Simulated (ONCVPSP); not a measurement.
Configuration tests for As (ONCV)

```json
{"Element": "arsenic (As)", "Generator": "ONCVPSP 4.0.1", "Type": "optimised norm-conserving Vanderbilt (ONCV)", "Functional": "LDA (Perdew-Zunger)", "Relativity": "scalar-relativistic", "Frozen core": "[Ar]", "Valence charge": "15", "Reference configuration": "3d10 4s2 4p2.75 (charge +0.25)", "Partial waves": "4s: rc 1.55 bohr, ncon 4, nbas 8, qcut 4 1/bohr, 1 projector; 4p: rc 1.50 bohr, ncon 4, nbas 7, qcut 5.4 1/bohr, 3 projectors, debl 1.2 Ha; 3d: rc 0.90 bohr, ncon 4, nbas 9, qcut 15 1/bohr, local", "Local potential": "the d channel", "Core correction": "polynomial model core, fcfact 0.15"}
```

Energies are relative to the spin-unpolarised reference configuration 3d10 4s2 4p2.75; without spin polarisation the order of configurations can differ from experiment.

| valence configuration | charge | ΔE all-electron (eV) | error AE − PS (meV) |
| --- | --- | --- | --- |
| 3d10 4s2 4p3 | 0 | -1.573 | +0.2 |
| 3d10 4s2 4p2 | +1 | 7.752 | -0.7 |
| 3d10 4s2 4p1 | +2 | 25.915 | 0.0 |
| 3d10 4s0 4p5 | 0 | 17.632 | -6.4 |

Levels in the configuration 3d10 4s2 4p1:

```tsv
level	all-electron (eV)	pseudo (eV)
3d	-62.249	-62.070
4s	-33.777	-33.770
4p	-22.958	-22.951
```

Note: ghosts flagged at negative energy: s at -543.6 eV, p at -129.2 eV; GHOST(+) flagged for p at 100.5 eV. A true bound ghost makes a file unfit for plane-wave use.
